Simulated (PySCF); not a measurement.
C7H8ClO (doublet state).
Z-matrix (Å and degrees, GFN2-xTB geometry), rows numbered from 1:
```
C 
C   1  1.2820
C   2  1.5447  1  128.16
C   3  1.5197  2  106.53  1   115.41
O   4  1.2011  3  125.31  2    69.76
C   4  1.5127  3  108.15  2  -108.99
C   6  1.5264  4  105.43  3    10.67
C   3  1.5199  2  113.67  1     0.20
Cl  8  1.7950  3  109.04  2  -156.54
H   1  1.0615  2  145.01  3    -0.17
H   2  1.0850  1  121.56  3   179.27
H   3  1.0919  2  106.79  1  -125.64
H   6  1.0890  4  110.95  3   134.49
H   6  1.0927  4  107.51  3  -107.86
H   7  1.0915  6  110.24  4    87.41
H   7  1.0883  6  112.93  4  -150.71
H   8  1.0898  3  113.51  2   -38.49
```

The hyperfine couplings belong to this conformer and change with its torsions.

Identity: `[H]/[C]=C\[C@@H]1C(=O)CC[C@H]1Cl` [radical].

Computed, not measured: PySCF, UKS B3LYP, pcH-1 on C Cl H O, non-relativistic, mean-field spin-orbit, GIAO. The structure is a single GFN2-xTB conformer in the gas phase; no vibrational or solvent corrections. Couplings are sensitive to structure, and on GFN2-xTB geometries they can be far from those on DFT ones. Stability of the SCF solution: not tested.

Q: Break the g tensor into its mass correction, gauge correction and orbital-Zeeman/spin–orbit terms.

A: 
```csv
Δg (ppm),1,2,3
relativistic mass correction,-149,-149,-149
gauge correction,39,4,-27
orbital Zeeman/spin–orbit,-338,117,1328
total,-448,-28,1152
```

So g = 2.00187, 2.00229, 2.00347 and g_iso = 2.00255; the tensor is rhombic: the two nearest values differ by 26 % of g3 − g1. Axes: g1 points within 10° of the C1–H10 bond and g2 points within 12° of the C2–C3 bond.

Q: At 33.818 GHz, how far is the centre of the isotropic spectrum from where a free electron (g = 2.002319) resonates?

A: B = hν/(g μB) with μB/h = 13.99624 MHz/mT gives 1206.71 mT for the free electron and 1206.57 mT at g_iso, 0.14 mT lower.

Q: Average each term over the three axes. Which is largest in size?

A: The orbital-Zeeman/spin–orbit term 369, the mass correction -149 and the gauge correction 6 ppm, for a total of 226 ppm. The orbital-Zeeman/spin–orbit term is the largest in size. The mass correction is the same along every axis, so the anisotropy comes from the other two: their spans along these axes are 66 (gauge) and 1666 ppm (orbital Zeeman/spin–orbit).

Q: In a frozen sample, at which fields do the three g values resonate at 9.5, 34, 94 and 263 GHz (hyperfine left aside), and which band first spreads them over more than twice a line width of 0.3 mT?

A: 
```tsv
band	GHz	B(g3) mT	B(g2) mT	B(g1) mT	spread mT
X	9.5	338.79	338.99	339.06	0.27
Q	34.0	1212.51	1213.22	1213.48	0.97
W	94.0	3352.22	3354.20	3354.90	2.68
J	263.0	9379.10	9384.62	9386.59	7.50
```

The spread grows in proportion to the frequency. Q band is the first where it exceeds 0.6 mT.

The largest Mulliken spin populations are on C1 (+1.02), C2 (-0.17) and C3 (+0.09). C1 is the only atom above +0.15.

The HOMO–LUMO gaps are 5.46 eV among the α and 4.34 eV among the β orbitals.
